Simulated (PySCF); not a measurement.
# Si(SMe)2, C2H6S2Si

Geometry:
```
atom   x (Å)   y (Å)   z (Å)
 Si1   0.000  -0.012  -0.265
  S2   1.640   0.028   1.139
  C3   2.995   0.066  -0.080
  H4   2.944  -0.809  -0.720
  H5   3.922   0.058   0.483
  H6   2.932   0.973  -0.673
  S7  -1.643  -0.016   1.136
  C8  -2.995  -0.065  -0.087
  H9  -2.952   0.814  -0.722
 H10  -3.923  -0.069   0.475
 H11  -2.920  -0.968  -0.685
```

Theory: PySCF, GIAO revPBE/def2-SVP magnetisability, rotational g tensor and spin-rotation constants, non-relativistic, gas phase. Geometry: GFN2-xTB.

Task: Give the nuclear spin-rotation constants along the inertial axes (H = +C I·J) beside the isotropic shieldings.

Result: Rotational constants 8.4799, 1.1066, 0.9912 GHz. A star marks the isotopologue with that one atom substituted, in its own axes.
```csv
atom,isotope,Caa (kHz),Cbb (kHz),Ccc (kHz),mean (kHz),σ (ppm)
H4,1H,-0.831,-0.067,-0.024,-0.307,29.3
H5,1H,0.045,-0.086,-0.111,-0.051,29.3
H6,1H,-0.842,-0.078,-0.013,-0.311,29.3
H9,1H,-0.837,-0.071,-0.020,-0.309,29.3
H10,1H,0.045,-0.086,-0.111,-0.051,29.3
H11,1H,-0.838,-0.074,-0.017,-0.310,29.3
Si1,29Si*,-12.744,-1.079,-0.618,-4.814,15.0
S2,33S*,3.509,0.401,0.206,1.372,344.3
C3,13C*,1.063,0.140,0.140,0.448,173.6
```
For the geometry as given, no vibrational averaging.
